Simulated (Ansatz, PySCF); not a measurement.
Gas-phase reaction in SMILES: O=c1[c-]c1 -> C#C[C-]=O
Each molecule is optimised on its own at B3LYP-D3(BJ)/def2-TZVP (Ansatz, a quantum-chemistry and plane-wave program). Unstable Hartree-Fock reference: C#C[C-]=O.

Property: isomerisation energy (0 K, with B3LYP-D3(BJ) harmonic zero-point energies from PySCF), in kcal/mol. Valence correlation only, unless marked. Spin-orbit coupling is left out. No relativistic terms. Anions need diffuse functions: aug- sets have them; def2-D sets add few; the other sets have none. Basis-set limits of correlation are two-point, X^-3; Hartree-Fock from the larger set. The bracket is a focal-point correction in the basis named.

```json
[
 {"level": "revPBE/def2-TZVPD", "program": "Ansatz", "isomerisation energy (kcal/mol)": "2.8"},
 {"level": "PBE0-D3(BJ)/def2-TZVPD", "program": "Ansatz + dftd3", "isomerisation energy (kcal/mol)": "8.1"},
 {"level": "BHLYP/def2-TZVPD", "program": "Ansatz", "isomerisation energy (kcal/mol)": "[?]"},
 {"level": "TPSSh-D3(BJ)/def2-TZVPD", "program": "PySCF + dftd3", "isomerisation energy (kcal/mol)": "[?]"},
 {"level": "HSE06-D3(BJ)/def2-TZVPD", "program": "Ansatz + dftd3", "isomerisation energy (kcal/mol)": "[?]"},
 {"level": "CAM-B3LYP/def2-TZVPD", "program": "Ansatz", "isomerisation energy (kcal/mol)": "6.7"},
 {"level": "LC-wPBE-D4/def2-TZVPD", "program": "Ansatz + dftd4", "isomerisation energy (kcal/mol)": "14.7"},
 {"level": "B2PLYP-D3(BJ)/def2-TZVPD", "program": "Ansatz + dftd3", "isomerisation energy (kcal/mol)": "[?]"},
 {"level": "RPA@PBE/cc-pVQZ", "program": "Ansatz", "isomerisation energy (kcal/mol)": "3.8"},
 {"level": "RI-MP2/CBS(aug-cc-pVTZ,aug-cc-pVQZ)+[CCSD(T)-MP2]/aug-cc-pVTZ", "program": "Ansatz", "isomerisation energy (kcal/mol)": "6.9"}
]
```

Task: Fill in the missing entries.

Result: 
- BHLYP/def2-TZVPD, isomerisation energy (kcal/mol): 7.2
- TPSSh-D3(BJ)/def2-TZVPD, isomerisation energy (kcal/mol): 5.4
- HSE06-D3(BJ)/def2-TZVPD, isomerisation energy (kcal/mol): 7.8
- B2PLYP-D3(BJ)/def2-TZVPD, isomerisation energy (kcal/mol): 4.2
